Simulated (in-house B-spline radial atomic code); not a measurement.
The numbers below are computed, except where a source is named.
Two electrons in InAs: a parabolic dot with ħω = 4.96 meV in all three directions with a doubly ionised double donor at its centre

For InAs the NSM archive of the Ioffe Institute lists m* = 0.023 m0 and ε = 15.15. Real donors also feel a central-cell potential, which shifts the ground state; some double donors stay shallow and helium-like, others are deep centres that this model can't describe. In so narrow a gap the band flattens within tens of meV, so real spacings are smaller, by up to some tenths.

Effective-mass model with parabolic bands, a uniform dielectric constant, no image charges, no central-cell or spin-orbit terms. Two-electron levels come from full CI in B-splines with partial waves to l = 5 (up to 0.001 effective hartree above the limit).

**Question.** What are the effective units, and what is the potential in them?

**Answer.** Ha* = 27211.386 meV × 0.023/15.15² = 2.727 meV and a* = 0.0529177 nm × 15.15/0.023 = 34.86 nm. The frequency is ω = 1.82 Ha*, with −2/r added.

In these units the lowest s and p orbitals lie at -1.1616 and 2.3589, and their Coulomb and exchange integrals are J_ss = 1.6231, J_sp = 1.0929 and K_sp = 0.1661. Full CI gives -0.8044 for the ground singlet, 2.1005 for the sp triplet, 2.3802 for the sp singlet and 3.2794 for the lowest triplet of two s orbitals.

**Question.** What does it cost to add the second electron, to first order and exactly?

**Answer.** To first order E = 2ε_s + J_ss = -0.7002, so the charging energy E(2) − 2E(1) is J_ss = 4.426 meV. CI gives -0.8044 − 2 × (-1.1616) = 1.5189, or 4.142 meV: relaxation and correlation lower it by 0.2843 meV, 6.4 % of J_ss. The s² configuration of one-electron orbitals holds 98.5 % of the state, and the mean radius is 21.3 nm.

**Question.** How far above the singlet do the triplets lie?

**Answer.** To first order the sp triplet lies at ε_s + ε_p + J_sp − K_sp = 2.1240, which is 7.701 meV above 2ε_s + J_ss. CI gives 2.1005 − (-0.8044) = 2.9049, or 7.921 meV, 83 % of the orbital spacing of 9.6 meV. The ss triplet lies 11.14 meV up, so the lower of the two is the sp one, and its gap equals k_BT at 91.9 K. The sp singlet-triplet splitting is 0.7628 meV, against 2K_sp = 0.906 meV.
